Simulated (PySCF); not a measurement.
Mo(NH)2(Cl)(NH2) (ClH4MoN3), SMILES [NH]=[Mo](=[NH])([NH2])[Cl], multiplicity 1. Geometry optimised at r2SCAN-D4/def2-SVP. The spin state was assumed, not searched. The def2 effective core potentials stand for the cores of Mo; spin–orbit coupling is left out. One conformer was computed; it need not be the lowest.

Calculation: r2SCAN-D4/def2-SVP run with PySCF 2.14.0.

Harmonic wavenumbers (cm⁻¹): 154, 178, 223, 235, 278, 325, 393, 410, 486, 589, 604, 703, 715, 731, 987, 1010, 1501, 3547, 3586, 3590, 3656. Rotational constants (GHz): 3.533, 1.910, 1.853; symmetry number 1.

Q: Work out the zero-point energy and the ideal-gas rigid-rotor harmonic-oscillator thermochemistry at 298.15 K and 1 atm.

A: ZPE = ½ Σ hcν = ½ × 23900 cm⁻¹ = 142.96 kJ/mol. H − E(el) = 165.15 kJ/mol. Entropy in J/(mol K): translation 173.33, rotation 115.66, vibration 67.62, total 356.61. G − E(el) = 58.83 kJ/mol. Cp = 117.87 J/(mol K).
